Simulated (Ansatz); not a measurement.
The cluster Cu3H4. Charge 0, multiplicity 2. Geometry PBE-D4/def2-SVP; atoms count from 1.

```xyz
7

Cu   -1.1703    0.5547    0.8476
Cu    0.0765   -0.2737   -1.0124
Cu    1.0219   -0.0068    1.1635
H     0.3131   -0.3945   -2.8898
H    -1.9741    1.0884    2.0347
H     1.6343    0.1654    2.5547
H     0.0986   -1.1336   -2.6983
```

In the doublet, H4 and H7 lie 0.79 Å apart (atoms count from 1), so H2 has formed as a molecule. No other spin state of charge 0 was run. Another isomer (doublet) lies 1.53 eV lower at PBE0-D4/def2-TZVP; other spin states weren't run for this one.

Question: Estimate the Mulliken populations from the PBE0/def2-TZVP orbitals of Ansatz.

Answer: 
| atom | charge (e) | spin (α − β) | d electrons |
| --- | --- | --- | --- |
| Cu1 | -0.09 | 0.38 | 9.68 |
| Cu2 | -0.22 | -0.03 | 9.92 |
| Cu3 | -0.09 | 0.38 | 9.68 |
| H4 | 0.10 | 0.00 | – |
| H5 | 0.10 | 0.14 | – |
| H6 | 0.10 | 0.14 | – |
| H7 | 0.10 | 0.00 | – |
Mulliken values and Mayer orders depend strongly on the basis.

Question: Where does the spin sit?

Answer: Summed by element: Cu 0.73, H 0.27, of 1 unpaired in all. Largest on single atoms: Cu1 0.38, Cu3 0.38, H6 0.14.

Question: And the Mayer bond orders between bonded heavy atoms (over 0.3)?

Answer: Cu1–Cu2 0.46 (2.39 Å); Cu1–Cu3 0.69 (2.28 Å); Cu2–Cu3 0.46 (2.39 Å).
